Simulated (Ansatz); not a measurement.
Computed with Ansatz on PBE0-D4/def2-TZVP structures; ΔE is electronic, products minus reactants. CCSD(T)/CBS is the MP2 limit (def2-TZVPP, def2-QZVPP) plus CCSD(T) − MP2 in def2-TZVPP, frozen cores. Functionals use def2-TZVPP. B3LYP here is the variant with VWN-RPA as its local correlation; programs differ in this. Each species was taken in one conformer, which may not be the lowest.

Consider the redistribution: `FBO[SiH3]` + `[SiH3][SiH2]S` → `FBO[SiH2][SiH3]` + `[SiH3]S`.

| level | ΔE (kJ/mol) | difference from CCSD(T)/CBS |
| --- | --- | --- |
| PBE-D4 | 3.4 | -2.1 |
| r2SCAN-D4 | 3.7 | -1.8 |
| PBE0-D4 | 4.7 | -0.8 |
| B3LYP-D4 | 3.7 | -1.8 |
| ωB97X-V | 3.5 | -2.0 |
| ωB97M-V | 3.8 | -1.7 |
| B2PLYP | 5.7 | 0.2 |
| PBE | 4.4 | -1.1 |
| r2SCAN | 4.0 | -1.5 |
| PBE0 | 5.5 | 0.0 |
| B3LYP | 5.2 | -0.3 |
| HF/def2-TZVPP | 6.9 | 1.4 |
| MP2/def2-TZVPP | 7.3 | 1.8 |
| SCS-MP2/def2-TZVPP | 6.8 | 1.3 |
| CCSD/def2-TZVPP | 5.5 | 0.0 |
| CCSD(T)/def2-TZVPP | 5.3 | -0.2 |
| HF/def2-QZVPP | 7.2 | 1.7 |
| MP2/def2-QZVPP | 7.5 | 2.0 |
| SCS-MP2/def2-QZVPP | 7.1 | 1.6 |
| HF/CBS(def2) | 7.2 | 1.7 |
| MP2/CBS(def2) | 7.5 | 2.0 |
| CCSD/CBS(def2) | 5.7 | 0.2 |
| CCSD(T)/CBS | 5.5 | 0 |

Largest T1 diagnostic among the species: 0.013.
